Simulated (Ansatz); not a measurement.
Mg9S9 (started as a model of: Mg9S9 zinc blende bond rod). Total charge 0; singlet. Geometry PBE-D4/def2-SVP; atoms count from 1.

| atom | x (Å) | y (Å) | z (Å) |
| --- | --- | --- | --- |
| Mg1 | 2.851 | 0.347 | -1.208 |
| Mg2 | 0.979 | 2.936 | 0.352 |
| Mg3 | -0.163 | 1.126 | -2.064 |
| Mg4 | 2.128 | 0.171 | 2.269 |
| Mg5 | 1.157 | -2.050 | 0.136 |
| Mg6 | -0.994 | 0.924 | 1.928 |
| Mg7 | -2.993 | 0.633 | -0.590 |
| Mg8 | -1.844 | -2.132 | 1.327 |
| Mg9 | -1.121 | -1.956 | -2.150 |
| S10 | 1.987 | 2.503 | -1.770 |
| S11 | 3.447 | -1.012 | 0.665 |
| S12 | 1.068 | 2.279 | 2.648 |
| S13 | 1.142 | -1.061 | -2.216 |
| S14 | -1.329 | 2.356 | -0.157 |
| S15 | -2.348 | -0.010 | -2.799 |
| S16 | 0.187 | -1.294 | 2.373 |
| S17 | -0.887 | -3.525 | -0.363 |
| S18 | -3.266 | -0.235 | 1.619 |

Single mean-field runs in def2-TZVP are fitted with def2-universal-jkfit.

Estimate the Mulliken populations from the PBE0/def2-TZVP orbitals of Ansatz.


| atom | charge (e) |
| --- | --- |
| Mg1 | 0.61 |
| Mg2 | 0.61 |
| Mg3 | 1.24 |
| Mg4 | 0.61 |
| Mg5 | 1.24 |
| Mg6 | 1.24 |
| Mg7 | 0.61 |
| Mg8 | 0.61 |
| Mg9 | 0.61 |
| S10 | -0.80 |
| S11 | -0.80 |
| S12 | -0.80 |
| S13 | -0.87 |
| S14 | -0.87 |
| S15 | -0.80 |
| S16 | -0.87 |
| S17 | -0.80 |
| S18 | -0.80 |
Mulliken values depend strongly on the basis.

And the Mayer bond orders between heavy atoms (over 0.3)?

Mg1–S10 0.79 (2.39 Å); Mg1–S11 0.79 (2.39 Å); Mg1–S13 0.64 (2.43 Å); Mg2–S10 0.79 (2.39 Å); Mg2–S12 0.79 (2.39 Å); Mg2–S14 0.64 (2.43 Å); Mg3–S10 0.39 (2.57 Å); Mg3–S15 0.39 (2.57 Å); Mg4–S11 0.79 (2.39 Å); Mg4–S12 0.79 (2.39 Å); Mg4–S16 0.64 (2.43 Å); Mg5–S11 0.39 (2.57 Å); Mg5–S17 0.39 (2.57 Å); Mg6–S12 0.39 (2.57 Å); Mg6–S18 0.39 (2.57 Å); Mg7–S14 0.64 (2.43 Å); Mg7–S15 0.79 (2.39 Å); Mg7–S18 0.79 (2.39 Å); Mg8–S16 0.64 (2.43 Å); Mg8–S17 0.79 (2.39 Å); Mg8–S18 0.79 (2.39 Å); Mg9–S13 0.64 (2.43 Å); Mg9–S15 0.79 (2.39 Å); Mg9–S17 0.79 (2.39 Å).
